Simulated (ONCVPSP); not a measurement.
**What one change does to a pseudopotential (potassium (K), ONCV)**

* Element: K
* Generator: ONCVPSP 4.0.1
* Type: optimised norm-conserving Vanderbilt (ONCV)
* Functional: PBE
* Relativity: scalar-relativistic
* Frozen core: [Ar]
* Valence charge: 1
* Reference configuration: 4s0.5 (charge +0.5)
* Partial waves: 4s: rc 3.90 bohr, ncon 4, nbas 8, qcut 2 1/bohr, 1 projector; p scattering state at 0.08 Ha: rc 4.20 bohr, ncon 4, nbas 8, qcut 2.1 1/bohr, 2 projectors, debl 2.6 Ha; d scattering state at 0.14 Ha: rc 3.20 bohr, ncon 4, nbas 8, qcut 2.9 1/bohr, 2 projectors, debl 2.1 Ha
* Local potential: polynomial inside 2.20 bohr (lpopt 5, dvloc0 4 Ha)
* Core correction: polynomial model core, fcfact 0.35

In the p channel the program set the typed energies aside and used 0.050, 2.650 Ha. In the d channel the program set the typed energies aside and used 0.050, 2.150 Ha.

All-electron outer shells of the reference configuration (PBE, scalar-relativistic, ld1.x):

```
shell  level (eV)  outermost node (bohr)  outermost maximum (bohr)
   4s       -4.28                   1.58                      3.78
```

Change: all radii but the core radius scaled by about 1.20 (s 4.68, p 5.04, d 3.84 bohr); local potential polynomial inside 2.64 bohr (lpopt 5, dvloc0 4 Ha).

Cutoffs: the cutoffs (Ha) at which the residual kinetic energy of the hardest occupied pseudo-wave falls to 1 and 0.1 mHa per electron; they do not see the model core or the augmentation charge, which bear on the density cutoff. Errors are all-electron minus pseudo energies relative to the spin-unpolarised reference configuration.

Problem. What does the change do?

Solution. The potential gets softer (1.3 Ha and 1.9 Ha → 1.1 Ha and 1.5 Ha); a bound ghost appears in s, which as a rule spoils a file; the number of tests with a reliable result goes from 4 to 2. A larger radius leaves more room for a smooth pseudo-wave, so fewer plane waves are needed.

```csv
quantity,base,changed
"cutoff, loose",1.3 Ha,1.1 Ha
"cutoff, tight",1.9 Ha,1.5 Ha
bound ghosts,none,s
GHOST(+) flags under 300 eV,"p at 67.6 eV, p at 118.2 eV","p at 77.3 eV, p at 198.5 eV"
tests with a reliable result,4 of 4,2 of 4
"error for 4s1, meV [ΔE -1.64 eV]",+7.7,+6.0
"error for 4s0 4p1, meV [ΔE -0.09 eV]",-39,-90
"rms error of d²Exc/dni dnj with the model core, mHa",9.06,8.21
```

Base: The cutoffs count occupied waves only; projector 2 of the d channel, the hardest unoccupied one, needs 30 Ha at the loose tolerance. Changed file: The cutoffs count occupied waves only; projector 2 of the d channel, the hardest unoccupied one, needs 22 Ha at the loose tolerance. A true bound ghost makes a file unfit for plane-wave use even where its test errors are small: the radial tests pick states by their node count and pass the ghost by.
